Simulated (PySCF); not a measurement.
Gas-phase reaction: ZrCl₃OH + H₂O = ZrCl₂(OH)₂ + HCl

Computed with PySCF (xtb for GFN2) and rigid-rotor harmonic-oscillator thermochemistry at 1 bar. † marks an energy on the PBE0/def2-TZVP geometry and frequencies; other levels use their own. MP2 and CCSD(T) freeze the core. All species are closed-shell singlets. Zr: scalar-relativistic def2 core potential, no spin-orbit coupling. ZrCl₃OH, ZrCl₂(OH)₂: computed as isolated molecules; such fragments, hydroxides, amides, oligomers or adducts are transient or little studied in the gas. MP2 isn't extrapolated to the basis-set limit; its ΔH°(298 K) is 3.8 kJ in def2-SVP and 20.2 kJ in def2-TZVPP. CCSD(T) isn't extrapolated to the basis-set limit; its ΔH°(298 K) is 3.1 kJ in def2-SVP and 16.5 kJ in def2-TZVPP. The harmonic model lacks anharmonicity and excited electronic states, which grow with temperature; levels with a mode under 35 cm⁻¹ are left out. Soft modes under 120 cm⁻¹ make the harmonic entropy rough for ZrCl₃OH, ZrCl₂(OH)₂.

```
level               ΔE electronic, kJ  ΔH°(298 K), kJ  ΔS°(298 K), J/K  ΔG°(600 K), kJ
------------------  -----------------  --------------  ---------------  --------------
CCSD(T)/def2-SVP†                  12               3                6              -2
GFN2-xTB                           66              54               19              42
HF/def2-TZVP†                      23              14                6               9
MP2/def2-TZVPP†                    29              20                6              15
PBE/def2-SVP                       12               5                3               2
PBE0/def2-TZVP                     28              19                6              14
r2SCAN/def2-TZVP†                  26              17                6              13
LDA/def2-TZVP†                     21              12                6               7
ωB97M-V/def2-TZVP†                 22              13                6               8
ωB97X-V/def2-TZVP†                 19              10                6               6
```
ΔH° is lowest at CCSD(T)/def2-SVP† and highest at GFN2-xTB. No reference value is set beside these.
